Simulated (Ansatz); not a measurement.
`[CH3][SnH]([F])[SeH]` → `[CH3]`• + `[F][SnH][SeH]`• at 400 K and 1 bar (homolysis of the C–Sn bond).

Calculated with Ansatz (gas phase, PBE0-D4/def2-TZVP geometries, no zero-point term in ΔE). CCSD(T)/CBS is the MP2 limit (def2-TZVPP, def2-QZVPP) plus CCSD(T) − MP2 in def2-TZVPP, frozen cores. This one scheme is used for every species. No spin–orbit coupling; open shells (•) take unrestricted orbitals. def2 core potentials past Kr. For Se, Sn outer-core shells are correlated without core-valence functions, which leaves a few kJ/mol of doubt a bond. Scalar relativity is left out up to krypton. Each species was taken in one conformer, which may not be the lowest.

| species | CCSD(T)/CBS energy (Eh) | H − E (kJ/mol) | S (J/(mol·K)) |
| --- | --- | --- | --- |
| `[CH3][SnH]([F])[SeH]` | -2755.65149 | 174.2 | 418.2 |
| `[CH3]`• | -39.78218 | 92.9 | 206.6 |
| `[F][SnH][SeH]`• | -2715.74938 | 66.1 | 365.5 |

H − E and S are ideal-gas, rigid-rotor, harmonic terms from PBE0-D4/def2-TZVP, for one conformer and one mirror image of each species, with the whole ground term of open shells counted as degenerate. 1 Eh = 2625.50 kJ/mol, R = 8.31446 J/(mol·K).

Q: By hand: ΔE, ΔH, ΔS and ΔG.

A: ΔE = (-39.78218) + (-2715.74938) − (-2755.65149) = 0.11993 Eh = 314.9 kJ/mol. Δ(H − E) = 92.9 + 66.1 − 174.2 = -15.2, so ΔH = 299.7 kJ/mol. ΔS = 206.6 + 365.5 − 418.2 = 153.9 J/(mol·K). ΔG = 299.7 − 400 × (153.9)/1000 = 238.1 kJ/mol.

Q: By hand: the equilibrium constant, and the temperature at which ΔG would vanish if ΔH and ΔS stayed fixed.

A: log₁₀ K = −ΔG/(RT ln 10) = -31.1. ΔG = 0 at ΔH/ΔS = 1947 K.

The number of gas molecules changes by +1, which sets the sign of ΔS. A doubt of 5 kJ/mol in ΔE shifts log₁₀ K by 0.7 here. Other conformers and mirror images would add mixing entropy, several J/(mol·K) or more a flexible species. These are equilibria of isolated gas molecules and say nothing of rates. Largest T1 diagnostic: 0.016 (customary marks: 0.02 for closed shells, 0.045 for open ones).
